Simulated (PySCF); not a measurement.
**Ionisation energy of I by level of theory**

I [Kr] 4d10 5s2 5p5 [5p1/2^2 5p3/2^3, M_J = 3/2] → I⁺ [Kr] 4d10 5s2 5p4 [5p1/2^2 5p3/2^2, M_J = 2], as a difference of total energies. All numbers are calculated (PySCF 2.14, the two-component X2C-1e Hamiltonian, in x2c-TZVPall-2c with one added diffuse shell each of s, p, d, f type (9s10p6d3f, 90 functions)). Correlated levels: [Ar] 3d10 frozen; the 6 highest virtual spinors dropped. "Screened" scales the spin-orbit matrix elements by Boettger's factors to mimic the two-electron term; Breit and QED terms are absent.

| method | ionisation energy (eV) | error (eV) |
| --- | --- | --- |
| GHF (spin-free) | 9.596 | -0.855 |
| GMP2 (spin-free) | 10.404 | -0.047 |
| GHF (screened spin-orbit) | 9.423 | -1.028 |
| GMP2 (screened spin-orbit) | 10.238 | -0.213 |

Reference: 10.451 eV (measured; NIST Atomic Spectra Database, ionization energies).

The spin-free rows relax to the high-spin LS determinant and lack the spin-orbit shift.

Errors of the correlated levels include the incompleteness of this basis and the frozen core.

The labels give the starting determinants; with spin-orbit coupling the two ends relaxed to ⟨J²⟩ = 3.76, ⟨L²⟩ = 2.04, ⟨S²⟩ = 0.78 and ⟨J²⟩ = 6.03, ⟨L²⟩ = 2.37, ⟨S²⟩ = 1.86.
